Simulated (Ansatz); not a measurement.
Steps of a relaxation of `[AlH2][S][AlH][SiH3]` with RKS PBE0-D4/def2-TZVP.

```sh
$ ansatz run in.yaml --threads 2 --pin off --events-out ev --progress --plain --max-ram 4352MiB
```

```yaml
crystal:
  periodic: [false, false, false]
  atoms:
    - {symbol: Al, position_ang: [-1.045563, 1.123712, -0.978057]}
    - {symbol: S, position_ang: [1.142140, 1.638302, -1.317013]}
    - {symbol: Al, position_ang: [1.896051, -0.035562, -0.164486]}
    - {symbol: Si, position_ang: [-0.013963, -1.064818, 0.998390]}
    - {symbol: H, position_ang: [-1.696241, 0.125378, -2.041330]}
    - {symbol: H, position_ang: [-1.879714, 2.161919, -0.096473]}
    - {symbol: H, position_ang: [3.431768, -0.445231, -0.063032]}
    - {symbol: H, position_ang: [-0.425549, -2.481941, 0.699962]}
    - {symbol: H, position_ang: [-1.218537, -0.239011, 0.480508]}
    - {symbol: H, position_ang: [-0.107193, -0.833849, 2.484431]}
basis:
  gaussian: {orbitals: def2-TZVP}
hamiltonian: {xc: pbe0, dispersion: d4}
relax: {f_tol: 0.005, max_steps: 150}
```

Positions (Å) and forces (eV/Å) along the path, 13 of 19 steps:

```xyz
10
step=1 energy=-31993.9998 eV
Al   -1.046    1.124   -0.978    0.165    0.080   -0.037
S     1.142    1.638   -1.317   -0.199   -0.349    0.233
Al    1.896   -0.036   -0.164    0.004    0.207   -0.151
Si   -0.014   -1.065    0.998   -0.247   -0.090    0.124
H    -1.696    0.125   -2.041    0.067    0.113    0.134
H    -1.880    2.162   -0.096    0.093   -0.134   -0.124
H     3.432   -0.445   -0.063   -0.195    0.038    0.001
H    -0.426   -2.482    0.700    0.092    0.307    0.055
H    -1.219   -0.239    0.481    0.194   -0.120    0.077
H    -0.107   -0.834    2.484    0.025   -0.052   -0.312
10
step=2 energy=-31994.0218 eV
Al   -1.032    1.118   -0.970    0.066    0.030   -0.022
S     1.133    1.628   -1.310   -0.062   -0.070    0.045
Al    1.882   -0.030   -0.168    0.022    0.050   -0.039
Si   -0.015   -1.059    0.992   -0.109   -0.035    0.048
H    -1.684    0.123   -2.018    0.009    0.005    0.015
H    -1.869    2.148   -0.106    0.011   -0.011   -0.015
H     3.402   -0.446   -0.057   -0.022    0.009   -0.002
H    -0.421   -2.462    0.691    0.023    0.076    0.008
H    -1.210   -0.238    0.483    0.050   -0.037    0.036
H    -0.103   -0.834    2.465    0.012   -0.017   -0.075
10
step=3 energy=-31994.0232 eV
Al   -1.027    1.117   -0.971    0.013    0.009   -0.008
S     1.130    1.625   -1.310   -0.005    0.009   -0.009
Al    1.880   -0.028   -0.168   -0.006   -0.006    0.005
Si   -0.021   -1.058    0.992   -0.006    0.000   -0.001
H    -1.677    0.117   -2.012   -0.002   -0.007    0.003
H    -1.864    2.148   -0.110   -0.005    0.003   -0.003
H     3.399   -0.441   -0.059    0.003    0.001    0.003
H    -0.424   -2.455    0.685   -0.001   -0.003   -0.005
H    -1.212   -0.236    0.493    0.005    0.001    0.011
H    -0.100   -0.840    2.462    0.004   -0.007    0.005
10
step=7 energy=-31994.0270 eV
Al   -1.016    1.113   -0.980   -0.028   -0.052    0.024
S     1.132    1.637   -1.323    0.008    0.023   -0.002
Al    1.870   -0.016   -0.169   -0.001   -0.003   -0.007
Si   -0.033   -1.048    0.987   -0.039   -0.013    0.037
H    -1.624   -0.009   -1.924    0.015    0.026    0.009
H    -1.898    2.180   -0.213    0.008   -0.003   -0.020
H     3.391   -0.418   -0.040   -0.003   -0.002   -0.002
H    -0.507   -2.393    0.563    0.006    0.033    0.009
H    -1.199   -0.120    0.627    0.036   -0.007    0.003
H    -0.033   -0.976    2.476   -0.001   -0.002   -0.052
10
step=8 energy=-31994.0284 eV
Al   -1.017    1.092   -0.966    0.000    0.031   -0.016
S     1.127    1.643   -1.313    0.002    0.001    0.015
Al    1.874   -0.014   -0.171    0.010    0.006   -0.018
Si   -0.031   -1.045    0.984    0.000   -0.031   -0.006
H    -1.606   -0.044   -1.898    0.007   -0.027    0.000
H    -1.917    2.181   -0.253   -0.003   -0.003    0.010
H     3.395   -0.413   -0.042    0.000   -0.007    0.000
H    -0.549   -2.362    0.528    0.003    0.013    0.000
H    -1.170   -0.073    0.662   -0.021    0.009    0.005
H    -0.024   -1.016    2.472    0.001    0.010    0.010
10
step=9 energy=-31994.0293 eV
Al   -1.014    1.088   -0.962    0.002    0.010   -0.008
S     1.127    1.653   -1.307   -0.002    0.012    0.016
Al    1.873   -0.010   -0.174    0.002   -0.009   -0.015
Si   -0.034   -1.040    0.979   -0.034   -0.022   -0.011
H    -1.575   -0.087   -1.866    0.004   -0.001    0.004
H    -1.934    2.180   -0.277    0.007   -0.014   -0.009
H     3.393   -0.417   -0.045    0.002   -0.001   -0.004
H    -0.580   -2.338    0.496    0.016    0.037    0.018
H    -1.159   -0.037    0.692    0.003   -0.017    0.015
H    -0.012   -1.043    2.468    0.001    0.004   -0.006
10
step=11 energy=-31994.0319 eV
Al   -0.993    1.082   -0.946   -0.015   -0.019   -0.015
S     1.135    1.733   -1.231   -0.036   -0.036    0.035
Al    1.860   -0.010   -0.201   -0.015    0.017   -0.016
Si   -0.053   -1.029    0.964   -0.092    0.022    0.002
H    -1.450   -0.181   -1.804    0.028    0.081    0.041
H    -1.999    2.156   -0.354    0.037   -0.049   -0.040
H     3.371   -0.461   -0.104   -0.014    0.001   -0.009
H    -0.656   -2.296    0.467    0.028    0.047    0.032
H    -1.161    0.023    0.759    0.077   -0.061    0.004
H     0.030   -1.070    2.452    0.002   -0.003   -0.035
10
step=13 energy=-31994.0357 eV
Al   -0.981    1.089   -0.930    0.019    0.020   -0.009
S     1.134    1.812   -1.107   -0.007   -0.073    0.057
Al    1.847   -0.017   -0.215   -0.014    0.044   -0.063
Si   -0.063   -1.023    0.965    0.003   -0.001    0.015
H    -1.329   -0.191   -1.806   -0.005    0.011    0.014
H    -2.072    2.121   -0.420    0.044   -0.037   -0.015
H     3.340   -0.538   -0.213   -0.038    0.026    0.003
H    -0.679   -2.297    0.515    0.005    0.002   -0.001
H    -1.165    0.027    0.765   -0.001    0.009   -0.001
H     0.053   -1.034    2.450   -0.006   -0.001    0.000
10
step=15 energy=-31994.0363 eV
Al   -0.972    1.082   -0.924   -0.004    0.054   -0.028
S     1.135    1.826   -1.077   -0.015   -0.053    0.024
Al    1.836   -0.023   -0.227    0.025    0.056   -0.017
Si   -0.069   -1.022    0.968    0.014   -0.026   -0.001
H    -1.307   -0.198   -1.805    0.006   -0.006    0.023
H    -2.070    2.114   -0.440    0.013   -0.027    0.004
H     3.331   -0.534   -0.239   -0.024   -0.012    0.004
H    -0.688   -2.295    0.519   -0.006    0.003    0.004
H    -1.168    0.032    0.775   -0.007    0.007   -0.009
H     0.055   -1.034    2.453   -0.001    0.003   -0.003
10
step=16 energy=-31994.0366 eV
Al   -0.967    1.089   -0.929   -0.001   -0.011    0.029
S     1.138    1.840   -1.058   -0.018   -0.010   -0.013
Al    1.833   -0.022   -0.233    0.009    0.010    0.019
Si   -0.071   -1.020    0.964   -0.001    0.000   -0.010
H    -1.286   -0.212   -1.785    0.009    0.015   -0.016
H    -2.080    2.102   -0.442    0.006    0.002   -0.016
H     3.322   -0.547   -0.251   -0.004   -0.004   -0.007
H    -0.694   -2.292    0.520   -0.004   -0.001    0.002
H    -1.167    0.038    0.769    0.000   -0.002    0.013
H     0.055   -1.028    2.449    0.004    0.000    0.000
10
step=17 energy=-31994.0369 eV
Al   -0.969    1.087   -0.927   -0.001    0.008    0.007
S     1.135    1.838   -1.061   -0.004   -0.019    0.005
Al    1.835   -0.019   -0.229    0.006    0.011   -0.004
Si   -0.069   -1.021    0.965    0.006   -0.005   -0.003
H    -1.288   -0.206   -1.795    0.004    0.003    0.001
H    -2.080    2.104   -0.444    0.005   -0.005   -0.006
H     3.322   -0.548   -0.251   -0.007    0.002   -0.001
H    -0.694   -2.292    0.522   -0.002   -0.001    0.000
H    -1.166    0.036    0.773   -0.008    0.005    0.001
H     0.057   -1.029    2.450    0.001    0.001    0.001
10
step=18 energy=-31994.0370 eV
Al   -0.969    1.087   -0.925    0.000    0.003    0.002
S     1.135    1.839   -1.057    0.000   -0.008    0.002
Al    1.835   -0.020   -0.230    0.002    0.007   -0.002
Si   -0.070   -1.020    0.965    0.006   -0.006   -0.001
H    -1.283   -0.206   -1.794    0.001    0.000    0.001
H    -2.082    2.103   -0.448    0.002   -0.002   -0.002
H     3.321   -0.550   -0.255   -0.003    0.000    0.000
H    -0.695   -2.292    0.522   -0.002   -0.001    0.000
H    -1.167    0.037    0.774   -0.005    0.006   -0.001
H     0.058   -1.029    2.450    0.000    0.000    0.002
10
step=19 energy=-31994.0370 eV
Al   -0.968    1.087   -0.924   -0.001   -0.001    0.000
S     1.134    1.841   -1.053    0.002    0.002    0.000
Al    1.834   -0.019   -0.230    0.000    0.000    0.000
Si   -0.070   -1.020    0.965    0.004   -0.003    0.000
H    -1.278   -0.208   -1.792    0.000   -0.002    0.000
H    -2.083    2.102   -0.451   -0.001    0.001    0.000
H     3.320   -0.551   -0.259    0.001   -0.001    0.000
H    -0.697   -2.291    0.523   -0.001    0.000   -0.001
H    -1.167    0.037    0.775   -0.003    0.004   -0.001
H     0.058   -1.028    2.450    0.000    0.000    0.001
```

Run time 2.3 min (2 threads of an Arm Neoverse V1 on a shared host); peak host memory 0.53 GiB.
